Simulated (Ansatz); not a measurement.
Z-matrix (Å, degrees):
```
Si
Si 1 2.339
Se 1 2.297 2 96.8
H 1 1.486 2 115.6 3 -115.9
H 1 1.486 2 115.6 3 115.9
C 2 1.857 1 98.5 3 -0.2
H 2 1.489 1 113.0 3 118.5
H 2 1.489 1 113.0 3 -118.8
C 3 1.908 1 95.6 2 0.2
H 6 1.088 2 121.6 1 -179.9
H 9 1.087 3 110.4 1 179.9
```

The species carries charge 0 and has multiplicity 1.

**Question.** List the B3LYP/def2-TZVPP orbital energies in eV (Ansatz). (Estimate.)

**Answer.** Ansatz gave: Occupied: -12351.01, -1799.36, -1798.97, -1580.34, -1418.50, -1418.47, -1418.43, -278.11, -276.83, -212.64, -156.71, -156.60, -156.46, -143.90, -143.54, -99.25, -99.19, -99.18, -98.86, -98.84, -98.83, -57.48, -57.46, -57.34, -57.25, -57.24, -21.77, -18.89, -16.28, -14.05, -13.67, -12.97, -10.41, -10.34, -9.58, -9.14, -8.69, -8.68, -7.82, -6.25. Lowest empty: -0.99, -0.76, -0.09, 0.35, 0.50, 0.99, 1.26, 1.41.

B3LYP here is the variant with VWN-RPA as its local correlation; programs differ in this.
